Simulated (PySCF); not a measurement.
**Telling isomers of C6H6ClOP apart by NMR**

How the numbers were obtained: GFN2-xTB structure, PBE0/pcSseg-1 with gauge-including orbitals, in PySCF 2.14 (fast rotation and ring inversion assumed for equivalent nuclei, single conformer, isolated molecule, relativity neglected).

δ = σ(ref) − σ, references computed at the same level: ¹H, ¹³C vs TMS. Splittings of carbon signals by F and P are missing where no couplings were computed. Where no couplings were computed, multiplicities follow the n + 1 count of equivalent neighbours, and m marks all less simple cases (inequivalent or close neighbours, rings, F or P nearby). Shifts are as computed. Against solution values, carbons near 30 ppm lie about +3 ppm off and those near 130 ppm about +5 ppm; carbons on Cl a further +6 ppm. Of 1211 compounds with measured shifts, 218 miss one by over three times the rms of a fit or turn the order of signals round; such compounds aren't used in these exercises. Carbons bonded to Cl come out too deshielded.

(1) Tabulate the signals of `COc1cc(Cl)ccp1`, `Clc1pcoc1C1CC1` and their relative energies.

(2) What is the quickest way to tell COc1cc(Cl)ccp1 from Clc1pcoc1C1CC1?

Answers

(1) 
```json
{"SMILES": "COc1cc(Cl)ccp1", "carbon types": "2×C 3×CH 1×CH3", "δC": "205.5, 161.4, 149.5, 133.8, 128.4, 60.1", "δH": "8.92 (m, 1H), 7.76 (m, 1H), 7.70 (m, 1H), 4.18 (s, 3H)", "E rel. (kcal/mol)": "0.0"}
{"SMILES": "Clc1pcoc1C1CC1", "carbon types": "2×C 2×CH 2×CH2", "δC": "183.8, 167.6, 142.6, 12.1, 10.9", "δH": "8.51 (m, 1H), 2.51 (m, 1H), 1.03 (m, 2H), 0.99 (m, 2H)", "E rel. (kcal/mol)": "18.6"}
```

Energies are electronic energies at PBE0/pcSseg-1 on these geometries, without zero-point or thermal terms, each for the one conformer computed, which needn't be the lowest.

(2) Count the carbon signals: 6 against 5. The first has a methyl carbon bonded to O (CH3) at 60.1 ppm, the second a three-membered-ring carbon (CH) at 12.1 ppm. Their most deshielded carbons lie at 205.5 and 183.8 ppm. In the proton spectra the most deshielded non-exchanging signals are 8.92 (m, 1H) and 8.51 (m, 1H).
